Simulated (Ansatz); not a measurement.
Computed with Ansatz on PBE0-D4/def2-TZVP structures; ΔE is electronic, products minus reactants. CBS: MP2 limit from def2 TZ/QZ plus the TZ coupled-cluster correction, frozen cores. This one scheme is used for every species. DFT in def2-TZVPP. B3LYP here is the variant with VWN-RPA as its local correlation; programs differ in this. For Ge outer-core shells are correlated without core-valence functions, which leaves a few kJ/mol of doubt a bond. Scalar relativity is left out up to krypton. One conformer a species, not always the lowest.

`[NH2][Ge][Cl]` + CH₃SH → `C[S][Ge][NH2]` + HCl  (ligand exchange at a Ge–Cl bond)

CCSD(T)/CBS gives +0.32 eV.

Problem. Another level gave +0.54 eV. Which?
A. B3LYP/def2-TZVPP
B. CCSD/def2-TZVPP
C. PBE-D4/def2-TZVPP
D. HF/def2-TZVPP

Solution. D. HF/def2-TZVPP 0.54, CCSD/def2-TZVPP 0.36, B3LYP 0.44, PBE-D4 0.31 eV.

Largest T1 diagnostic among the species: 0.014.

The D4 term adds −0.06 eV with B3LYP and −0.04 eV with PBE0; it sums over pairs of atoms, weighted by their polarisabilities, and B3LYP, whose exchange is more repulsive, gets the larger term. In def2-TZVPP, CCSD(T) changes the Hartree–Fock value by −0.22 eV (the triples alone add −0.04 eV) and MP2 by −0.24 eV.
